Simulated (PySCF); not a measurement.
CH3BO, SMILES [BH3-]C#[O+]. Atoms are numbered in the order given.

```xyz
6

B      0.0000     0.0000    -1.3356
H      1.0104     0.5834    -1.6430
H     -1.0104     0.5834    -1.6430
H      0.0000    -1.1667    -1.6430
C      0.0000     0.0000     0.1841
O      0.0000     0.0000     1.3128
```

Coordinates come from a B3LYP-D3(BJ)/def2-TZVP optimisation.

The numbers are results of PBE0/pcJ-1 (PySCF), not measurements.

Isotropic couplings with Fermi-contact, spin-dipole and both spin-orbit terms, one fixed conformer, no vibrational averaging. Isotopes: 11B, 13C, 1H.

### Question
Estimate the spin–spin coupling constants. (An estimate is asked for; the answer gives what the named calculation found.)

### Answer

```csv
pair,bonds apart,J (Hz)
B1–H2,1,106.3
B1–H3,1,106.3
B1–H4,1,106.3
B1–C5,1,42.4
H2–H3,2,-25.6
H2–H4,2,-25.6
H2–C5,2,-9.4
H3–H4,2,-25.6
H3–C5,2,-9.4
H4–C5,2,-9.4
```
